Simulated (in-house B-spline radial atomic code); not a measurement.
Radial electron density of neutral phosphorus, [Ne] 3s2 3p3. Method: scalar-relativistic (X2C) HSE06, spin-polarised, spherical fractional occupations, Fermi nucleus of rms radius 3.1889 fm. Calculated with a radial B-spline atomic code at the basis-set limit.

Columns: r (bohr), 4πr²n(r) (electrons per bohr), bar.

```
 0.00406   0.4439 #
 0.00488   0.6196 ##
 0.00588   0.8646 ##
 0.00707    1.195 ###
 0.00851    1.645 ####
  0.0102    2.229 ######
  0.0123     3.02 ########
  0.0148     4.03 ##########
  0.0179    5.338 ##############
  0.0215    6.876 ##################
  0.0259    8.705 ######################
  0.0312    10.74 ############################
  0.0375    12.81 #################################
  0.0452    14.77 ######################################
  0.0544    16.28 ##########################################
  0.0654    17.06 ############################################
  0.0788    16.89 ############################################
  0.0948    15.75 #########################################
   0.114    13.95 ####################################
   0.137    12.11 ###############################
   0.165    10.95 ############################
   0.199    11.09 #############################
    0.24    12.56 ################################
   0.288    14.54 #####################################
   0.347    15.92 #########################################
   0.418    15.59 ########################################
   0.503    13.27 ##################################
   0.605    9.651 #########################
   0.729    5.986 ###############
   0.877    3.453 #########
    1.06    2.377 ######
    1.27    2.375 ######
    1.53     2.64 #######
    1.84    2.601 #######
    2.22    2.117 #####
    2.67    1.422 ####
    3.21    0.784 ##
    3.86   0.3502 #
    4.65    0.125 
     5.6  0.03509 
    6.74 0.007314 
    8.11 0.001057
```

On this grid the curve has 3 maxima, near 0.0654, 0.347, 1.53 bohr.

The 3s down radial function P(r) = rR(r), positive near the nucleus:

| r (bohr) | P |
| --- | --- |
| 0.00133 | 0.01282 |
| 0.00193 | 0.01822 |
| 0.0028 | 0.0258 |
| 0.00406 | 0.03631 |
| 0.00588 | 0.05065 |
| 0.00851 | 0.06978 |
| 0.0123 | 0.09434 |
| 0.0179 | 0.1248 |
| 0.0259 | 0.1576 |
| 0.0375 | 0.1863 |
| 0.0544 | 0.1972 |
| 0.0788 | 0.1681 |
| 0.114 | 0.07622 |
| 0.165 | -0.08491 |
| 0.24 | -0.2739 |
| 0.347 | -0.3715 |
| 0.503 | -0.245 |
| 0.729 | 0.1329 |
| 1.06 | 0.5803 |
| 1.53 | 0.7876 |
| 2.22 | 0.6373 |
| 3.21 | 0.3225 |
| 4.65 | 0.09479 |
| 6.74 | 0.01364 |
